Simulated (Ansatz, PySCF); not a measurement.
Si(F)2(OH)2 (F₂H₂O₂Si), SMILES O[Si](O)(F)F.

Coordinates come from a ωB97X-D3(BJ)/def2-SVP optimisation. Other conformers were not sampled.

Vertical ionisation energy (IE) and electron affinity (EA) in eV. Rows of orbital energies are one-electron estimates. Where ΔSCF, EOM or ADC give a negative EA the extra electron is unbound and the value depends on the basis.

```csv
level,IE,EA
"−ε(HOMO), −ε(LUMO), B3LYP/def2-TZVP (PySCF)",9.85,0.28
"ΔSCF, PBE0/def2-SVPD (Ansatz), final states of multiplicity 2 and 2",12.79,-0.83
```

**Question.** What vertical singlet–triplet gap does ΔSCF give with PBE0/def2-SVPD (Ansatz, a first-principles code)? (An estimate is asked for; the answer gives what the named calculation found.)

**Answer.** 8.22 eV (triplet above singlet where positive).
